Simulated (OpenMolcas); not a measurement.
W3+ (d3) among equal point charges was computed by CASSCF with the d shell active (OpenMolcas, ANO-RCC-VTZP on the metal). Its lowest spin-free states, and all those of the highest spin:

```tsv
2S+1	Degeneracy	E (cm-1)
4	2	0.0
4	2	7331
2	2	12431
2	2	12734
2	2	13608
2	1	14481
4	2	15521
2	1	16357
4	1	16776
2	2	18722
2	2	19421
2	2	20029
4	2	22240
4	1	25556
```

Problem. Is the site octahedral, tetrahedral or cube-like, axial, or of lower symmetry?

Solution. The states with 2S+1 = 4 have orbital degeneracies 2, 2, 2, 1, 2, 1. There are pairs but no triples, so the site is axial: not cubic, but with a proper or improper axis of order three or more. The run had W3+ among 5 point charges of -2 e arranged as a trigonal bipyramid (D3h), 2.05 Å from the ion, with the axial distance 2.071 Å. The active orbitals were held to one l.

An orbital doublet at a regular site is open to a Jahn-Teller distortion, which this geometry leaves out. Without dynamic correlation the repulsion within the d shell is too large (B by tens of per cent), so at a given field states of lower spin stand too high. This is an electrostatic model: the charges have no orbitals. An unlabelled pair can be two single states that coincide in this model. No measured value stands beside these numbers.
